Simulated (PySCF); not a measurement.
Ionisation energy of O²⁺ by level of theory

O²⁺ [He] 2s2 2p2 (3P) → O³⁺ [He] 2s2 2p1 (2P), as a difference of total energies. All numbers are calculated (PySCF 2.14, no relativity, point nucleus, in dyall-av2z). Correlated levels: valence: 1s2 frozen; virtual orbitals above 40 to 60 times the deepest correlated orbital energy dropped. The calculations carry no spin-orbit coupling.

| method | ionisation energy (eV) | difference from reference (eV) |
| --- | --- | --- |
| UHF | 54.611 | -0.325 |
| LDA | 55.421 | +0.485 |
| PBE | 55.274 | +0.338 |
| PBE0 | 55.308 | +0.372 |
| r2SCAN | 55.606 | +0.670 |
| TPSS | 55.229 | +0.293 |
| B3LYP | 55.455 | +0.519 |
| TPSSh | 55.251 | +0.315 |
| PBEsol | 55.166 | +0.230 |
| MP2 (valence) | 54.864 | -0.072 |
| SCS-MP2 (valence) | 54.728 | -0.208 |

Reference: 54.936 eV (semi-empirical (NIST evaluation); NIST Atomic Spectra Database, ionization energies).

Errors of the correlated levels include the incompleteness of this basis and the frozen core.
